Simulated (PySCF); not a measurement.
Zn(Me)(GeH3) (CH6GeZn), SMILES [CH3][Zn][GeH3].

Coordinates come from a B3LYP-D3(BJ)/def2-SVP optimisation. The structure was generated by enumeration; whether it is a known compound was not checked.

Two levels are set side by side: PBE/def2-TZVPD (PySCF) and M06-2X/def2-TZVPD (PySCF). Same geometry, gas phase. Differences are taken from unrounded values.

| quantity | M06-2X | PBE | PBE minus M06-2X |
|---|---|---|---|
| orbital gap (eV) | 7.50 | 4.56 | -2.94 |
| highest occupied level (eV) | -7.93 | -6.02 | 1.91 |
| lowest empty level (eV) | -0.43 | -1.46 | -1.03 |
| dipole moment (D) | 1.06 | 1.12 | 0.07 |
| mean polarisability (bohr³) | 77.7 | 83.3 | 5.6 |

Without exact exchange PBE keeps part of each electron's self-repulsion, which lifts occupied levels and narrows the gap. PBE's more diffuse valence density responds more strongly to a field. Differences between two approximate levels are no errors against the true value.

Rough cost on one machine, each run with all the roots and properties that it gave: M06-2X against PBE about 3 times.
